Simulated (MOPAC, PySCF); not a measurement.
C8H7FSSi, SMILES `Fc1c([SiH3])ccc2ccsc12`, neutral singlet in the gas phase. 

Z-matrix (Å, degrees):
```
C
F 1 1.3514
C 1 1.3980 2 119.63
C 1 1.4014 2 118.91 3 180.00
C 3 1.4241 1 117.75 2 180.00
C 5 1.3952 3 122.11 1 0.00
H 6 1.0999 5 120.54 3 180.00
H 5 1.1009 6 119.24 7 0.00
C 6 1.4159 7 119.84 5 -180.00
C 9 1.4409 6 130.33 7 0.00
C 10 1.3733 9 112.72 6 -180.00
H 11 1.0974 10 127.63 9 180.00
H 10 1.0983 11 123.52 12 0.00
S 11 1.7465 12 118.77 10 -180.00
Si 3 1.8871 1 119.85 2 0.00
H 15 1.5039 3 111.42 1 -60.51
H 15 1.5039 16 108.26 3 -122.85
H 15 1.5039 16 109.12 17 -118.64
```
Charge 0, spin multiplicity 1.

All levels are single points at this geometry (PBE-D3(BJ)/def2-SVP); Pople sets use spherical d functions. Orbital energies aren't observables, and empty levels follow the basis.

HF/STO-3G in PySCF gives HOMO (eV) = -5.95.

Question: Estimate the HOMO (eV) from each of these levels: PBE-D3(BJ)/def2-TZVP in PySCF; B3LYP/3-21G in PySCF; B3LYP/6-311+G** in PySCF; B3LYP/6-31G* in PySCF; B3LYP/LANL2DZ in PySCF; BP86/6-31G* in PySCF; PBE/6-31G* in PySCF; HF/3-21G in PySCF; HF/6-31G* in PySCF; AM1 in MOPAC; PM3 in MOPAC; PM7 in MOPAC.

Answer: 
| level | HOMO (eV) |
|---|---|
| PBE-D3(BJ)/def2-TZVP in PySCF | -5.60 |
| B3LYP/3-21G in PySCF | -6.18 |
| B3LYP/6-311+G** in PySCF | -6.38 |
| B3LYP/6-31G* in PySCF | -6.07 |
| B3LYP/LANL2DZ in PySCF | -6.35 |
| BP86/6-31G* in PySCF | -5.43 |
| PBE/6-31G* in PySCF | -5.33 |
| HF/3-21G in PySCF | -8.48 |
| HF/6-31G* in PySCF | -8.25 |
| AM1 in MOPAC | -8.57 |
| PM3 in MOPAC | -8.75 |
| PM7 in MOPAC | -8.60 |
